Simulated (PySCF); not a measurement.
C3H16Si4.
Atom-mapped SMILES: `[CH3:1][CH2:2][SiH2:3][Si@@H:4]([SiH3:5])[SiH2:6][CH3:7]` (hydrogens: H8, H9, H10 on C1; H11, H12 on C2; H13, H14 on Si3; H15 on Si4; H16, H17, H18 on Si5; H19, H20 on Si6; H21, H22, H23 on C7)

Geometry (PBE0-D3(BJ)/def2-SVP, Å), atoms numbered from 1 in this order:
```
atom  x, y, z in Å
C1    -3.0566    0.3159    1.3534
C2    -1.7456    0.3899    0.5766
Si3   -1.2284   -1.2400   -0.2385
Si4    0.8035   -0.9402   -1.3779
Si5    0.7066    1.1373   -2.4607
Si6    2.5693   -0.8687    0.1665
C7     2.1916    0.3992    1.5116
H8    -3.8956    0.0215    0.7034
H9    -3.0023   -0.4224    2.1696
H10   -3.3157    1.2866    1.8052
H11   -0.9217    0.7168    1.2339
H12   -1.8092    1.1528   -0.2193
H13   -2.2920   -1.6891   -1.1941
H14   -1.0787   -2.3095    0.8024
H15    1.0232   -2.0261   -2.3876
H16    1.9229    1.3748   -3.2984
H17    0.6358    2.2168   -1.4245
H18   -0.5063    1.2516   -3.3300
H19    2.7582   -2.2239    0.7759
H20    3.8397   -0.5067   -0.5413
H21    1.3040    0.0979    2.0889
H22    3.0366    0.4906    2.2116
H23    1.9979    1.3910    1.0751
```

The closed-shell ground state was solved at several levels (PySCF, density fitting, gas phase, non-relativistic).

```
            level  basis functions  total energy (Eh)  HOMO (eV)  LUMO (eV)  gap (eV)  dipole (D)
     KT3/pcSseg-1              227         -1293.1099      -6.69      -0.98      5.71        1.28
wB97X-D/def2-SVPD              284         -1281.4434      -9.32       1.39     10.71        1.30
```

(1) What might PBE0/pcSseg-1 (227 basis functions) give for the same quantities?

(2) Over all these levels, which gives the widest orbital gap and which the narrowest?

(3) How far do the dipole and the HOMO energy spread over the levels?

Results:

(1) Total energy -1281.2303 Eh, HOMO -7.67 eV, LUMO -0.22 eV, gap 7.45 eV, dipole 1.29 D.

(2) wB97X-D/def2-SVPD (range-separated hybrid) has the widest, 10.71 eV, and KT3/pcSseg-1 (GGA) the narrowest, 5.71 eV. Functional and basis both differ between the two, so the spread mixes both effects.

(3) The dipole runs from 1.28 to 1.30 D (mean 1.29 D) and the HOMO from -9.32 to -6.69 eV.

One conformer stands for the species.

The pairwise dispersion term of wB97X-D wasn't added to the energies; at a given geometry it leaves orbitals and properties as they are.
